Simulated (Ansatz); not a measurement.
One change: `CB(C)O` becomes `CB(C)[SeH]`.

Ansatz, PBE0-D4/def2-TZVP geometries, multiplicity 1. Each molecule was computed in one conformer, which needn't be the lowest.

Scalar relativity is left out up to krypton.

```
                                      property  `CB(C)O`
         HOMO–LUMO gap (B3LYP/def2-TZVPP) / eV      8.55
         LUMO energy (ωB97M-V/def2-TZVPP) / eV      1.95
             LUMO energy (PBE/def2-TZVPP) / eV     -0.33
zero-point energy (PBE0-D4/def2-TZVP) / kJ/mol     242.3
           HOMO–LUMO gap (PBE/def2-TZVPP) / eV      6.63
            HOMO energy (PBE0/def2-TZVPP) / eV     -8.41
```

Question: What does the change do to each property? (An estimate is asked.)

Answer: Ansatz gave: 
| property | `CB(C)[SeH]` | shift |
| --- | --- | --- |
| HOMO–LUMO gap (B3LYP/def2-TZVPP) / eV | 6.38 | -2.17 |
| LUMO energy (ωB97M-V/def2-TZVPP) / eV | 1.46 | -0.49 |
| LUMO energy (PBE/def2-TZVPP) / eV | -1.45 | -1.12 |
| zero-point energy (PBE0-D4/def2-TZVP) / kJ/mol | 225.0 | -17.3 |
| HOMO–LUMO gap (PBE/def2-TZVPP) / eV | 4.77 | -1.86 |
| HOMO energy (PBE0/def2-TZVPP) / eV | -7.31 | 1.10 |

With PBE0 the HOMO rises by 1.10 eV and the LUMO falls by 1.21 eV, so the gap narrows by about 2.31 eV. PBE moves the HOMO by 0.73 eV and ωB97M-V by 1.28 eV.

B3LYP here is the variant with VWN-RPA as its local correlation; programs differ in this.

Spin–orbit coupling is left out; it splits and shifts lone-pair levels of the heavy atoms by tenths of an eV.
